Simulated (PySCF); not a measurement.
**How methods differ on the excitation energy of Tl⁺**

Tl⁺ [Xe] 4f14 5d10 6s2 (1S) → Tl⁺ [Xe] 4f14 5d10 6s1 6p1 (3P), as a difference of total energies. Calculation: PySCF 2.14, in aug-cc-pVTZ-PP with ECP60MDF; a scalar-relativistic core potential. Correlated levels: valence: 5s2 5p6 5d10 frozen. The calculations carry no spin-orbit coupling.

| method | excitation energy (eV) | error (eV) |
| --- | --- | --- |
| UHF | 5.638 | -1.460 |
| MP2 (valence) | 6.127 | -0.971 |
| SCS-MP2 (valence) | 6.271 | -0.827 |
| CCSD (valence) | 6.293 | -0.805 |

Reference: 7.098 eV (measured; NIST levels, between the centres of gravity of the two terms).

Errors of the correlated levels include the incompleteness of this basis and the frozen core.

With two correlated electrons CCSD is exact in that space.
